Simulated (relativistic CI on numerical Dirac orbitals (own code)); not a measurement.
Ru⁴⁺: L-alpha,beta X-ray emission

Computed with this model: Dirac-Coulomb-Breit CI, orbitals from a KLI potential per configuration, model QED, valence Slater integrals scaled by 0.8, multiplet model of X-ray emission after core ionisation; configurations [Kr] 4d4 → [He] 2s2 2p5 3s2 3p6 3d10 4s2 4p6 4d4 → [Ar] 3d9 4s2 4p6 4d4; 300 K; Lorentzian 2.8 eV and Gaussian 0.6 eV FWHM. Energies are those of the free ion, without screening or charge transfer. S is read from ⟨S²⟩ = S(S + 1).

Field parameters in Wybourne normalisation: D3d B²₀ = −7Dσ, B⁴₀ = −14Dq − 21Dτ, B⁴₃ = −14√(10/7) Dq. The field is a parameter set, without covalency.

free ion: ground-state S = 1.97, centroid 2602.60 eV. Peaks (eV, height): 2560.6 (100), 2679.4 (7), 2685.8 (45).

D3d, 10Dq = 43300, Dσ = 200, Dτ = 320 cm⁻¹: ground-state S = 1.00, centroid 2602.67 eV. Peaks (eV, height): 2560.4 (100), 2685.6 (51).

Strongest unbroadened transitions for free ion:

```tsv
Energy (eV)	Relative strength
2559.55	8.8
2560.01	23.4
2560.03	15.8
2560.30	13.7
2560.45	4.6
2560.54	100.0
2560.59	16.6
2560.65	18.7
2561.18	7.2
2684.97	5.8
2685.36	7.8
2685.62	8.2
2685.94	7.8
2686.00	19.4
2686.01	5.2
2686.32	5.3
2686.48	6.7
2686.60	5.5
```
